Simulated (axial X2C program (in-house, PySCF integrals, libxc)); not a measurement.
Density and ELF of RbN

Calculated with an in-house all-electron X2C program for linear molecules (integrals from PySCF). Two-component (2c) means X2C with spin–orbit coupling and atomic mean-field two-electron Coulomb and Gaunt terms. Basis: Rb dyall-cv3z [12s13p8d4f1g], N dyall-av3z [7s7p3d2f] (cores contracted in-house); Gaussian nuclei, density fitting, unrestricted open shells. Masses: Rb 84.912 u, N 14.003 u.

PBE0, with spin–orbit coupling, state Ω = 1 (⟨Sz⟩ = 1.00, ⟨Lz⟩ = 0.00 at PBE0); Rb at z = 0, N at z = 2.653 Å.

The maps cover the half plane through the axis: z from -2.4 to 4.8 Å along the bond, ρ from 0.15 to 2.25 Å away from it.

log10 of the density in e/bohr³:

```
 ρ\z  -2.4  -1.8  -1.2  -0.6   0.0   0.6   1.2   1.8   2.4   3.0   3.6   4.2   4.8
0.15  -3.2  -2.5  -1.4  -0.4   1.5  -0.4  -1.4  -1.0  -0.2  -0.3  -1.2  -2.2  -3.0
0.45  -3.2  -2.5  -1.5  -0.6   0.0  -0.6  -1.5  -1.2  -0.5  -0.6  -1.4  -2.3  -3.1
0.75  -3.3  -2.7  -1.8  -1.0  -0.6  -1.0  -1.8  -1.5  -1.0  -1.1  -1.7  -2.5  -3.2
1.05  -3.4  -2.9  -2.2  -1.4  -1.1  -1.5  -2.1  -1.9  -1.6  -1.6  -2.1  -2.7  -3.4
1.35  -3.6  -3.2  -2.6  -2.0  -1.8  -2.0  -2.5  -2.3  -2.1  -2.2  -2.5  -3.0  -3.6
1.65  -3.8  -3.4  -3.0  -2.6  -2.4  -2.6  -2.8  -2.7  -2.6  -2.6  -2.9  -3.4  -3.9
1.95  -4.0  -3.7  -3.4  -3.1  -3.0  -3.1  -3.2  -3.1  -3.0  -3.1  -3.3  -3.7  -4.1
2.25  -4.2  -3.9  -3.7  -3.5  -3.5  -3.5  -3.5  -3.5  -3.5  -3.5  -3.7  -4.0  -4.4
```

Electron localisation function (collinear form, no current term, damped to 0 at low density):

```
 ρ\z  -2.4  -1.8  -1.2  -0.6   0.0   0.6   1.2   1.8   2.4   3.0   3.6   4.2   4.8
0.15  0.14  0.22  0.74  0.42  0.30  0.42  0.19  0.90  0.18  0.67  0.93  0.79  0.41
0.45  0.13  0.19  0.68  0.76  0.23  0.76  0.15  0.85  0.81  0.88  0.90  0.74  0.34
0.75  0.11  0.14  0.52  0.83  0.77  0.82  0.10  0.73  0.81  0.84  0.81  0.63  0.22
1.05  0.08  0.09  0.30  0.71  0.82  0.65  0.06  0.55  0.66  0.69  0.64  0.46  0.10
1.35  0.04  0.06  0.12  0.41  0.59  0.28  0.04  0.36  0.42  0.43  0.39  0.24  0.03
1.65  0.02  0.04  0.04  0.12  0.21  0.06  0.02  0.20  0.20  0.20  0.18  0.08  0.01
1.95  0.01  0.02  0.02  0.03  0.04  0.01  0.02  0.10  0.08  0.07  0.06  0.02  0.00
2.25  0.00  0.01  0.01  0.01  0.01  0.00  0.01  0.03  0.02  0.02  0.01  0.00  0.00
```

Axial spin density in 10⁻³ e/bohr³:

```
 ρ\z  -2.4  -1.8  -1.2  -0.6   0.0   0.6   1.2  1.8    2.4   3.0  3.6   4.2   4.8
0.15  -0.4  -0.8  -0.8   1.9  -3.4   0.4  -1.4  2.6  125.3  71.1  0.6  -0.5  -0.1
0.45  -0.3  -0.7  -0.8   1.2  -0.8   0.3  -0.7  6.5  122.1  79.8  2.8  -0.2  -0.1
0.75  -0.3  -0.6  -0.6   0.4  -0.4   0.2   0.0  6.4   47.2  35.1  3.1   0.0  -0.1
1.05  -0.2  -0.4  -0.5   0.0   0.1   0.1   0.2  3.9   15.8  12.5  2.0   0.1   0.0
1.35  -0.2  -0.3  -0.4  -0.1   0.0  -0.1   0.2  1.9    5.4   4.4  1.1   0.1   0.0
1.65  -0.1  -0.2  -0.2  -0.2  -0.1  -0.1   0.1  0.9    1.9   1.6  0.5   0.1   0.0
1.95  -0.1  -0.1  -0.2  -0.1  -0.1  -0.1   0.0  0.4    0.7   0.6  0.2   0.0   0.0
2.25  -0.1  -0.1  -0.1  -0.1  -0.1  -0.1   0.0  0.1    0.3   0.2  0.1   0.0   0.0
```

The state is a single determinant with fixed occupations, the lowest that a limited PBE0 search found. Density functionals use the spin component along the axis (collinear). Other states lie close and PBE0, whose exact exchange favours high spin, may order them wrongly; the determinant shown need not be the ground state. The nearest other 2c determinant of the search, Ω = 2, lies 0.28 eV up at the distance of the search. With several unpaired electrons one determinant need not be a pure state. Open-shell Ω = 0 determinants with evenly filled partner blocks cannot be reached by this program, so the Ω shown need not be the lowest component. This is the Ω = 1 component of a π² triplet; the 0⁺ component is not one determinant and can lie lowest. The determinant is spin-polarised beyond a pure state at some levels (its spin-free form has ⟨S²⟩ too high), which makes Re and μ there less reliable.
